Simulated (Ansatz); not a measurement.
Stretching the Al1–Cl4 bond in AlClFH (SMILES [F][AlH][Cl]) (multiplicity 1 held, fragments rigid). Energies count from the point at 2.087 Å.
Geometry at that point (charge 0, multiplicity 1):
```xyz
4

Al    -0.5612     0.1772    -0.4707
H     -1.7558    -0.3699    -1.3032
F     -0.2159     1.7862    -0.4960
Cl     0.6468    -1.0594     0.6992
```

R- and RO- levels are restricted; in cc, def2 and unpolarised 6-31G sets they are followed outwards from rest. U- levels take the lowest unrestricted solution at each point, which mixes spins at long bonds. Curves can end on different states.

Correlated levels freeze the cores.

Codes used: Ansatz (a first-principles code) with Gaussian orbitals. Values without a source in brackets are computed.

Task: One of these levels gives 115.82 kcal/mol for the energy at R = 6.679 Å. Which one is it?
A) R-HF/cc-pV(D+d)Z
B) U-MP2/cc-pV(D+d)Z
C) U-HF/cc-pV(D+d)Z
D) R-MP2/cc-pV(D+d)Z

Result: B, U-MP2/cc-pV(D+d)Z. The others give 173.09 (R-HF/cc-pV(D+d)Z), 92.60 (U-HF/cc-pV(D+d)Z), 137.97 (R-MP2/cc-pV(D+d)Z)

Doubts at one or more of the structures used: a restricted determinant that unrestricted orbitals would lower (R-HF/cc-pV(D+d)Z, R-MP2/cc-pV(D+d)Z); a spin-contaminated determinant (U-HF/cc-pV(D+d)Z, U-MP2/cc-pV(D+d)Z).
